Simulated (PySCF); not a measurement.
The free ion Co3+ in its d6 configuration.

Method (PySCF 2.14, density fitting): CASSCF(6,5) with orbitals averaged over all microstates of the shell, strongly contracted NEVPT2 on the averaged canonical orbitals; basis x2c-TZVPall; spin-free X2C; gas phase; spin-orbit coupling by state interaction with the mean-field operator over all roots.

CASSCF energies above the lowest CASSCF root:

```
state  CASSCF / cm⁻¹
   5D              0
   3H          25720
   3P          28711
   3F          29573
   3G          32523
   1I          38580
   1G          40691
   3D          42047
   1S          47474
   1D          50878
   1F          58988
   3F          69729
   3P          70591
   1G          78889
   1D         106797
   1S         138270
```

Task: How does dynamic correlation (SC-NEVPT2) move these states?

Result: 
```csv
state,NEVPT2 / cm⁻¹,shift / cm⁻¹
5D,0,0
3H,24732,-988
3P,24765,-3945
3F,26803,-2770
3G,30529,-1994
1I,37224,-1356
1G,38247,-2444
3D,38486,-3561
1S,43804,-3670
1D,44303,-6576
1F,53436,-5552
3F,63414,-6315
3P,63150,-7441
1G,71786,-7103
1D,96947,-9850
1S,124902,-13368
```

In the ligand-field fit B goes from 1361 to 1203 cm⁻¹, C goes from 5070 to 4748 cm⁻¹.
